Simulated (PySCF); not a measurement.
Molecule: SMILES FBP[SiH3], BFH$_{5}$PSi.

Structure with atom numbers: `[F:1][BH:2][PH:3][SiH3:4]`. Each H is labelled by its parent atom.

Geometry PBE0-D3(BJ)/def2-SVP throughout; GIAO in PySCF, gas phase, one conformer, non-relativistic; equivalent atoms averaged; basis pcSseg-2.

Question: How do the shifts δ (against CFCl3, BF3·OEt2, H3PO4, TMS at the same level) depend on the functional? (ppm; last column core-seconds on shared hosts with different chips, so compare them loosely; the GGAs took longer than the global hybrids here, which isn't the general rule, and the cause wasn't traced)

Answer: 
```tsv
functional	kind	F1	B2	P3	Si4	H(B2)	H(Si4)	H(P3)	core-s
HF	Hartree–Fock	7.8	64.6	-226.3	-73.6	6.09	3.93	1.72	16
LDA	LDA	14.4	72.5	-244.2	-95.5	7.14	4.46	2.55	29
PBE	GGA	7.0	67.8	-237.2	-88.0	6.98	4.31	2.28	36
BLYP	GGA	0.5	68.6	-222.7	-87.4	6.86	4.24	2.11	37
BP86	GGA	4.0	67.1	-234.9	-86.4	6.94	4.30	2.24	36
OPBE	GGA	2.8	62.7	-243.1	-80.3	6.91	4.25	2.28	38
KT2	GGA	-10.9	63.6	-231.6	-86.9	6.81	4.25	2.20	37
KT3	GGA	-14.3	62.0	-225.0	-80.8	6.67	4.11	2.06	35
B97-D	GGA	-9.2	63.2	-225.7	-82.0	6.71	4.18	2.07	37
B3LYP	global hybrid	4.9	69.2	-228.1	-84.1	6.68	4.15	2.04	25
PBE0	global hybrid	10.7	68.2	-242.6	-83.7	6.74	4.20	2.16	26
mPW1PW91	global hybrid	9.7	67.9	-240.9	-82.5	6.69	4.18	2.13	19
WP04	global hybrid	-19.2	68.7	-203.7	-68.8	6.03	3.68	1.68	13
B97-2	global hybrid	1.1	65.1	-237.7	-80.4	6.61	4.13	2.07	12
BHandHLYP	global hybrid	7.0	68.9	-229.7	-79.9	6.41	4.04	1.92	12
CAM-B3LYP	range-separated hybrid	17.3	71.4	-235.8	-85.6	6.63	4.11	2.03	17
wB97X-D	range-separated hybrid	10.1	66.4	-247.0	-83.4	6.55	4.14	2.03	17
LC-wPBE	range-separated hybrid	34.4	71.0	-258.2	-83.5	6.62	4.05	2.08	25
```

Question: Which nucleus moves most, in ppm?

Answer: P3 (phosphorus bonded to B, Si, H): from -258.2 ppm with LC-wPBE to -203.7 ppm with WP04. The smallest spread is 0.78 ppm, at H(Si4).
